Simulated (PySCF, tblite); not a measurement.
Write Cartesian coordinates for InChI=1S/C9H13N/c1-9(2,3)8-4-6-10-7-5-8/h4-7H,1-3H3 as optimised with GFN2-xTB.

```
atom  x, y, z in Å
C1    -1.7018   -0.6936    1.0407
C2    -0.9560    0.0604   -0.0630
C3    -1.3792   -0.5210   -1.4191
C4    -1.3469    1.5429    0.0120
C5     0.5513   -0.0575    0.0730
C6     1.1758   -0.7733    1.0890
C7     2.5609   -0.8256    1.1329
N8     3.3476   -0.2293    0.2562
C9     2.7617    0.4534   -0.7132
C10    1.3897    0.5692   -0.8480
H11   -1.4735   -1.7568    1.0118
H12   -1.4477   -0.3017    2.0232
H13   -2.7745   -0.5770    0.8998
H14   -0.9303    0.0265   -2.2433
H15   -2.4607   -0.4696   -1.5250
H16   -1.0737   -1.5625   -1.4963
H17   -2.4279    1.6464   -0.0519
H18   -0.9022    2.1120   -0.7998
H19   -1.0135    1.9752    0.9533
H20    0.6111   -1.2907    1.8464
H21    3.0671   -1.3769    1.9156
H22    3.4311    0.9314   -1.4172
H23    0.9871    1.1449   -1.6670
```

Any rigid rotation of these coordinates is as good. Atoms count from 1 in this order. Of the pairs four or more bonds apart, C1···H20 is among the closest relative to their van der Waals radii: 2.52 Å, 87 % of the sum of Bondi's values. The 8 C–C bonds span 1.384 Å (C9–C10, aromatic) to 1.535 Å (C2–C4, drawn single), a spread of 0.151 Å. The 6-membered ring C5–C6–C7–N8–C9–C10 has internal angles of 116.4° to 123.9° (sum 720°, against 720° for a flat polygon); it is planar, 0.00 Å rms from its mean plane, widest ring torsion 0°. N8 (pyridine-type nitrogen) is bent (angle 117.1°).

Bonds between heavy atoms (Å): C1–C2 1.531, C2–C3 1.535, C2–C4 1.535, C2–C5 1.518, C5–C6 1.391, C6–C7 1.387, C7–N8 1.320, N8–C9 1.323, C9–C10 1.384, C5–C10 1.394.

The geometry is computed with GFN2-xTB (gas phase).

Point group: Cs (tolerance 0.08 Å). Its GFN2-xTB frequencies are all real (lowest 47 cm⁻¹).
